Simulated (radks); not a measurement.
Values are calculated unless marked as measured or tabulated.
Initial-state core-level shifts of neutral indium when its valence configuration changes from [Kr] 4d10 5s2 5p1. Level of theory: scalar-relativistic Kohn-Sham, r2SCAN, spin-polarised, spherical densities, finite nucleus; open shells are filled with parallel spins first (spin-orbit coupling, left out, can overturn this in heavy ions); meta-GGA in the generalised Kohn-Sham scheme; Fermi nuclear charge, rms radius 4.6156 fm (a radial shooting solver on a logarithmic mesh with Libxc functionals). Shifts are changes of the shell-averaged eigenvalues in eV (positive: less bound); the change of the density at the nucleus, which sets a Mossbauer isomer shift, is in e/bohr^3, on a base of 1.794e+05.

4d9 5s2 5p2: 1s -7.232; 2s -7.542; 3d -7.414; 4s -6.587; density at nucleus +16.76
4d10 5s1 5p2: 1s -1.187; 2s -1.149; 3d -1.170; 4s -1.211; density at nucleus -29.12
4d9.5 5s1.5 5p2: 1s -4.188; 2s -4.320; 3d -4.271; 4s -3.901; density at nucleus -7.10
4d9 5s1.5 5p2.5: 1s -7.739; 2s -8.037; 3d -7.918; 4s -7.098; density at nucleus +0.09
4d8 5s2 5p3: 1s -14.550; 2s -15.235; 3d -14.924; 4s -13.011; density at nucleus +34.27
4d8 5p5: 1s -17.792; 2s -18.393; 3d -18.104; 4s -16.163; density at nucleus -44.46
4d10 5p3: 1s -2.813; 2s -2.724; 3d -2.759; 4s -2.826; density at nucleus -58.90
4d10 5s1.5 5p1.5: 1s -0.667; 2s -0.647; 3d -0.656; 4s -0.672; density at nucleus -14.08
4d9.5 5s2 5p1.5: 1s -3.613; 2s -3.760; 3d -3.703; 4s -3.321; density at nucleus +8.28
